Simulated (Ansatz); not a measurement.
`[CH3][GeH2][TeH]` + `C=C(N)CBr` → `[CH3][GeH2][CH2]Br` + `C=C(N)[TeH]`  (formal exchange of groups at a Ge–Te bond)

Computed with Ansatz on PBE0-D4/def2-TZVP structures; ΔE is electronic, products minus reactants. CCSD(T)/CBS is the MP2 limit (def2-TZVPP, def2-QZVPP) plus CCSD(T) − MP2 in def2-TZVPP, frozen cores. def2 core potentials past Kr. For Br, Ge, Te outer-core shells are correlated without core-valence functions, which leaves a few kJ/mol of doubt a bond. Scalar relativity is left out up to krypton. Each species was taken in one conformer, which may not be the lowest.

```csv
species,CCSD(T)/CBS(def2) energy (Eh)
`[CH3][GeH2][TeH]`,-2385.52242
`C=C(N)CBr`,-2745.77518
`[CH3][GeH2][CH2]Br`,-4729.75440
`C=C(N)[TeH]`,-401.50592
```

Task: Work out ΔE.

Result: ΔE = (-4729.75440) + (-401.50592) − (-2385.52242) − (-2745.77518) = 0.03728 Eh = +1.01 eV.

Largest T1 diagnostic among the species: 0.012.

From PBE to PBE0 (25 % exact exchange), in def2-TZVPP and without D4, ΔE moves by +0.06 eV. In def2-TZVPP, CCSD(T) changes the Hartree–Fock value by −0.23 eV (the triples alone add −0.03 eV) and MP2 by −0.23 eV.
